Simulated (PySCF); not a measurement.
C2H6BFO, SMILES CB(F)CO. Geometry optimised at PBE-D3(BJ)/def2-SVP. The structure was generated by enumeration, and PubChem lists no compound with its InChIKey, so it may never have been made. The values are those of a single conformer.

**Question.** Give the equilibrium geometry at PBE-D3(BJ)/def2-SVP (PySCF confirms it by a frequency run) as Cartesian coordinates in Å. (The exact figures need the calculation; the answer reports its results.)

**Answer.** This is not unique; one that fits is 
```xyz
11

C      1.6021    -0.2422    -0.4337
B      0.3602     0.1711     0.4203
F      0.5214     0.7250     1.6388
C     -1.1348     0.0040    -0.0688
O     -1.1941    -0.5901    -1.3557
H      1.4192    -1.2131    -0.9378
H      1.6992     0.4931    -1.2646
H      2.5559    -0.2636     0.1271
H     -1.6750    -0.5891     0.7175
H     -1.6136     1.0193    -0.0292
H     -2.1312    -0.6773    -1.6028
```
Charge 0, spin multiplicity 1.
